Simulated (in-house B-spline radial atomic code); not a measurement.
Results of a calculation; reference values are marked as such.
**Cr in an electron gas of r_s = 2.07: phase shifts, screening, friction and resistivity**

A nucleus sits in a uniform electron gas with a rigid positive background. The Kohn-Sham equations are solved self-consistently in the spin-unpolarised LDA (PW92), non-relativistic, on B-splines with outgoing waves at the boundary and partial waves to l = 8. The model has no lattice, no bands and no magnetic solution. Atomic units; δ_l are the phase shifts at the Fermi level, counted so that each bound state adds π, and good to about 0.0005.

The density parameter is r_s = 2.07 bohr, near that of the valence electrons of Al (3 per atom, density 2.7 g/cm³, mass 26.98 u, which gives r_s = 2.07).

| l | δ_l (rad) |
| --- | --- |
| 0 | 8.8549 |
| 1 | 6.2185 |
| 2 | 2.0164 |
| 3 | 0.0101 |
| 4 | 0.0025 |
| 5 | 0.0001 |
| 6 | -0.0002 |
| 7 | -0.0004 |
| 8 | -0.0003 |

Bound levels below the band bottom (hartree): s -213.3, s -23.51, p -19.92, s -2.086, p -1.099.

Check the Friedel sum rule, and say where the screening charge sits.

k_F = (9π/4)^(1/3)/r_s = 0.92713. The rule is Z = (2/π) Σ (2l + 1) δ_l. The terms are s 5.637, p 11.876, d 6.418, f 0.045 and 0.006 beyond, in all 23.983 against Z = 24. Bound states hold 6 s, 12 p, 0 d electrons, so the scattering states carry 5.98 in all; where a term is smaller than its bound count, the bound level has drawn weight out of the band.

Find the transport cross section and the electronic stopping of a 2 keV Cr ion (mass 52.0 u).

σ_tr = (4π/k_F²) Σ (l + 1) sin²(δ_l − δ_(l+1)). The terms for l = 0 to 3 are 0.2342, 1.5229, 2.4661, 0.0002, all together 4.2235, so σ_tr = 14.619 × 4.2235 = 61.744 bohr². With n = 3/(4π r_s³) = 0.02692, the friction coefficient is Q = n k_F σ_tr = 1.5408. For v well below v_F = 0.927, dE/dx = Q v; with 24801 eV per u at v = 1, v = √(2000/(24801 × 52.0)) = 0.0394, so dE/dx = 0.06068 hartree/bohr = 31.2 eV/nm. The largest term couples the d and f waves.

What residual resistivity would 1 atomic per cent of such centres give in Al?

Δρ = k_F n_i σ_tr/n in atomic units of 21.74 μΩ·cm. With one host atom per 3 electrons, n_i/n = 0.01/3, so Δρ = 0.9271 × 0.00333 × 61.744 × 21.74 = 4.15 μΩ·cm. This is an atom added to the gas, as on an interstitial site.

On a substitutional site the background of one host ion, a sphere holding 3 charges, is taken out. The phase shifts for l = 0 to 4 become 8.4973, 5.8846, 1.4743, -0.0539, -0.0135. What follows?

The Friedel sum is now 20.99, for Z − 3 = 21. The sum in σ_tr is 5.0792, so σ_tr = 74.26 bohr² and Δρ = 4.99 μΩ·cm per atomic per cent, 1.20 times the value above. A real host ion scatters too, so this model doesn't give zero even for the host's own atom.
